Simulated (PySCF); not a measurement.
**Ionisation energy of Te²⁺ by level of theory**

Te²⁺ [Kr] 4d10 5s2 5p2 (3P) → Te³⁺ [Kr] 4d10 5s2 5p1 (2P), as a difference of total energies. Calculation: PySCF 2.14, in x2c-QZVPPall; scalar relativity by spin-free X2C-1e. Correlated levels: valence: [Kr] 4d10 frozen; valence and next inner shell: [Ar] 3d10 frozen. The calculations carry no spin-orbit coupling.

```tsv
method	ionisation energy (eV)
UHF	26.963
LDA	27.734
PBE	27.502
PBE0	27.569
r2SCAN	27.685
B2PLYP	27.422
TPSSh	27.520
r2SCANh	27.698
ROHF	26.946
MP2 (valence)	27.329
SCS-MP2 (valence)	27.266
MP2 (valence and next inner shell)	27.577
SCS-MP2 (valence and next inner shell)	27.444
```

How much does correlation contribute at MP2 (valence and next inner shell)?

27.577 − (26.963) = 0.614 eV, measured against UHF.

A first-order spin-orbit estimate (lowest level to lowest level, LS coupling) adds -0.074 eV.

Errors of the correlated levels include the incompleteness of this basis and the frozen core.

For comparison: 27.84 ± 0.04 eV (measured; NIST Atomic Spectra Database, ionization energies).
